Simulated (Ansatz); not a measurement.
Geometry optimisation, UKS PBE/STO-3G (Ansatz 0.2.0).

input.yaml

```yaml
crystal:
  periodic: [false, false, false]
  atoms:
    - { symbol: O, position_ang: [-1.7102, 1.3102, -0.4327] }
    - { symbol: C, position_ang: [-1.5716, 1.0284, 0.7151] }
    - { symbol: O, position_ang: [-0.8537, -0.0178, 1.1259] }
    - { symbol: C, position_ang: [-0.1486, -0.812, 0.0868] }
    - { symbol: Si, position_ang: [1.3632, -0.228, -0.7189] }
    - { symbol: Cl, position_ang: [2.8175, -0.0399, 0.7352] }
    - { symbol: H, position_ang: [-1.9525, 1.5613, 1.5943] }
    - { symbol: H, position_ang: [-0.9386, -1.0017, -0.6885] }
    - { symbol: H, position_ang: [-0.0145, -1.7789, 0.5931] }
    - { symbol: H, position_ang: [1.2259, 1.1196, -1.3054] }
    - { symbol: H, position_ang: [1.8485, -1.1981, -1.6842] }
magnetization:
  spin_polarized: true
basis:
  gaussian: { orbitals: STO-3G }
hamiltonian:
  xc: pbe
relax:
  f_tol: 0.02
  max_steps: 40
```

Launched with:

```bash
$ ansatz run input.yaml --threads 1 --pin off --max-ram 2048MiB --backend cpu --events-out ev --progress --plain --runs-dir out
```

Q: Where does it end, and by what steps?

A: The forces met the threshold. Limits of this set-up: minimal basis. After 20 steps the energy has fallen by 0.858 eV; O1 moved furthest, 0.95 Å.

```json
{"step": "0", "energy less start (eV)": "0.0000", "largest force component (eV/Å)": "7.251", "accepted": "yes"}
{"step": "1", "energy less start (eV)": "-0.6469", "largest force component (eV/Å)": "2.096", "accepted": "yes"}
{"step": "2", "energy less start (eV)": "-0.6066", "largest force component (eV/Å)": "2.784", "accepted": "no"}
{"step": "3", "energy less start (eV)": "-0.7855", "largest force component (eV/Å)": "0.560", "accepted": "yes"}
{"step": "4", "energy less start (eV)": "-0.8133", "largest force component (eV/Å)": "0.417", "accepted": "yes"}
{"step": "5", "energy less start (eV)": "-0.8194", "largest force component (eV/Å)": "0.174", "accepted": "yes"}
{"step": "6", "energy less start (eV)": "-0.8227", "largest force component (eV/Å)": "0.169", "accepted": "yes"}
{"step": "7", "energy less start (eV)": "-0.8264", "largest force component (eV/Å)": "0.152", "accepted": "yes"}
{"step": "8", "energy less start (eV)": "-0.8291", "largest force component (eV/Å)": "0.223", "accepted": "yes"}
{"step": "9", "energy less start (eV)": "-0.8333", "largest force component (eV/Å)": "0.415", "accepted": "yes"}
{"step": "10", "energy less start (eV)": "-0.8369", "largest force component (eV/Å)": "0.533", "accepted": "yes"}
{"step": "11", "energy less start (eV)": "-0.8290", "largest force component (eV/Å)": "0.876", "accepted": "no"}
{"step": "12", "energy less start (eV)": "-0.8433", "largest force component (eV/Å)": "0.359", "accepted": "yes"}
{"step": "13", "energy less start (eV)": "-0.8495", "largest force component (eV/Å)": "0.127", "accepted": "yes"}
{"step": "14", "energy less start (eV)": "-0.8530", "largest force component (eV/Å)": "0.163", "accepted": "yes"}
{"step": "15", "energy less start (eV)": "-0.8549", "largest force component (eV/Å)": "0.385", "accepted": "yes"}
{"step": "16", "energy less start (eV)": "-0.8558", "largest force component (eV/Å)": "0.101", "accepted": "yes"}
{"step": "17", "energy less start (eV)": "-0.8581", "largest force component (eV/Å)": "0.049", "accepted": "yes"}
{"step": "18", "energy less start (eV)": "-0.8581", "largest force component (eV/Å)": "0.048", "accepted": "yes"}
{"step": "19", "energy less start (eV)": "-0.8583", "largest force component (eV/Å)": "0.024", "accepted": "yes"}
{"step": "20", "energy less start (eV)": "-0.8583", "largest force component (eV/Å)": "0.005", "accepted": "yes"}
```

```xyz
11
Properties=species:S:1:pos:R:3
O -2.407 0.675 -0.352
C -1.786 0.939 0.713
O -0.546 0.331 1.120
C -0.133 -0.659 0.070
Si 1.553 -0.235 -0.694
Cl 3.078 -0.463 0.749
H -2.067 1.671 1.522
H -0.939 -0.634 -0.709
H -0.119 -1.667 0.543
H 1.588 1.146 -1.158
H 1.844 -1.161 -1.784
```

Run time: 3.4 min on 1 thread of Intel(R) Xeon(R) Processor @ 2.50GHz (Skylake/Cascade Lake), with other jobs on the host, peak memory 0.18 GiB.
